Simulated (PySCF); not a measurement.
# Radial density of Ga (gallium, neutral)

wB97X, [Ar] 3d10 4s2 4p1, 2P determinant. Computed with PySCF 2.14 in aug-cc-pwCVDZ-PP with ECP10MDF (6s5p4d1f, 48 functions), with a scalar-relativistic core potential. This is the valence pseudo-density: the core potential removes the inner electrons and smooths the orbitals near the nucleus.

```tsv
r (bohr)	4πr²ρ (e/bohr)	4πr²(ρα − ρβ)
0.00178	1.280e-05	0.0000
0.00300	3.585e-05	0.0000
0.00505	9.861e-05	0.0000
0.00849	0.0002587	0.0000
0.0143	0.0006116	0.0000
0.0240	0.001302	0.0000
0.0404	0.004132	0.0000
0.0679	0.03655	0.0000
0.114	0.3957	-0.0004
0.192	2.770	-0.0012
0.323	12.98	0.0095
0.544	26.70	0.0262
0.915	13.40	-0.0033
1.54	2.931	0.1706
2.59	1.215	0.3371
4.35	0.2575	0.1480
7.32	0.01740	0.0164
12.3	0.0001241	0.0001
```

Energies and moments cover only the electrons outside the core potential.

**Question.** Where is the radial spin density 4πr²(ρα − ρβ) most negative, and why is it negative at all?

**Answer.** Around r = 0.915 bohr, down to -0.0033 e/bohr: exchange with the open shell polarises the paired shells in an unrestricted calculation.
